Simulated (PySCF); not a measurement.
Vertical excitations of a molecule C2H3Cl2FSi from TDA-PBE/def2-SVPD in PySCF, as energy in eV (oscillator strength): 5.20 (0.136), 5.47 (0.002), 5.53 (0.004), 5.84 (0.016), 5.96 (0.002), 6.28 (0.032), 6.41 (0.001), 6.69 (0.001), 6.88 (0.004), 6.90 (0.005). Lowest triplet (TDA): 3.57 eV. Geometry: PBE0-D3(BJ)/def2-SVP. The values are those of a single conformer.

Q: Which structure fits?
A. F/C=C(/Cl)[SiH2]Cl
B. C=C[Si](F)(Cl)Cl
C. F[SiH2]C=C(Cl)Cl
D. F/C(=C/Cl)[SiH2]Cl

A: D, F/C(=C/Cl)[SiH2]Cl
